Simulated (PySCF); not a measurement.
Screening by computed properties: pick the candidate that meets the target.

Each SMILES stands for a single optimised conformer of the isolated species, non-relativistic unless stated; the electronic structure was computed with PySCF and density fitting.

The conformers computed, where there is a choice (atom-mapped SMILES and torsion angles):
- `[F:1][SiH2:2][C@:3]1([CH:4]([F:5])[F:6])[CH2:7][C@@H:8]([Cl:9])[CH2:10]1`: F1–Si2–C3–C4 173°, Si2–C3–C4–F5 170°
- `[CH3:1][CH2:2][C@:3]([SiH3:4])([Cl:5])[C:6]([F:7])=[C:8]([F:9])[F:10]`: C1–C2–C3–Si4 -64°, C2–C3–C6–F7 -127°
- `[F:1][C:2]([F:3])([F:4])[SiH2:5][C:6]1([Cl:7])[CH2:8][CH2:9][CH2:10]1`: F1–C2–Si5–C6 180°, C2–Si5–C6–Cl7 180°
- `[CH3:1][C@@H:2]([F:3])/[CH:4]=[CH:5]\[C@@H:6]([F:7])[CH:8]([F:9])[F:10]`: C1–C2–C4–C5 -163°, C4–C5–C6–F7 155°, C5–C6–C8–F9 81°
- `[F:1][C:2]([F:3])([F:4])[C@@H:5]([Cl:6])[C@@H:7]1[CH2:8][CH2:9][SiH2:10]1`: F1–C2–C5–Cl6 -66°, C2–C5–C7–C8 175°
- `[CH3:1]/[CH:2]=[C:3](/[Cl:4])[CH2:5][SiH2:6][C:7]([F:8])([F:9])[F:10]`: C2–C3–C5–Si6 -105°, C3–C5–Si6–C7 173°, C5–Si6–C7–F8 58°

Question: Wanted: dipole moment above 2 D (PBE0/pcSseg-1) and HOMO–LUMO gap above 7.7 eV (PBE0/pcSseg-1), at GFN2-xTB geometries. Which candidate meets both?
A. `CC[C@]([SiH3])(Cl)C(F)=C(F)F`
B. `C1CC(C1)(Cl)[SiH2]C(F)(F)F`
C. `C[C@@H](F)/C=C\[C@@H](F)C(F)F`
D. `F[SiH2][C@]1(C(F)F)C[C@@H](Cl)C1`

Answer: D. Computed values:
```csv
species,dipole moment,HOMO–LUMO gap
C1CC(C1)(Cl)[SiH2]C(F)(F)F,1.18 D,8.10 eV
C[C@@H](F)/C=C\[C@@H](F)C(F)F,1.67 D,7.36 eV
CC[C@]([SiH3])(Cl)C(F)=C(F)F,2.24 D,6.78 eV
F[SiH2][C@]1(C(F)F)C[C@@H](Cl)C1,2.48 D,8.25 eV
```

Question: Wanted: smallest rotational constant above 0.6 GHz (GFN2-xTB) and HOMO energy above -8.3 eV (PBE0/pcSseg-1), at GFN2-xTB geometries. Which candidate meets both?
A. `F[SiH2][C@]1(C(F)F)C[C@@H](Cl)C1`
B. `C1[C@H]([SiH2]C1)[C@H](Cl)C(F)(F)F`
C. `C/C=C(/Cl)C[SiH2]C(F)(F)F`
D. `CC[C@]([SiH3])(Cl)C(F)=C(F)F`

Answer: D. Computed values:
```
                           species  smallest rotational constant  HOMO energy
         C/C=C(/Cl)C[SiH2]C(F)(F)F                     0.392 GHz     -7.18 eV
  F[SiH2][C@]1(C(F)F)C[C@@H](Cl)C1                     0.497 GHz     -8.37 eV
C1[C@H]([SiH2]C1)[C@H](Cl)C(F)(F)F                     0.549 GHz     -8.22 eV
      CC[C@]([SiH3])(Cl)C(F)=C(F)F                     0.691 GHz     -7.50 eV
```
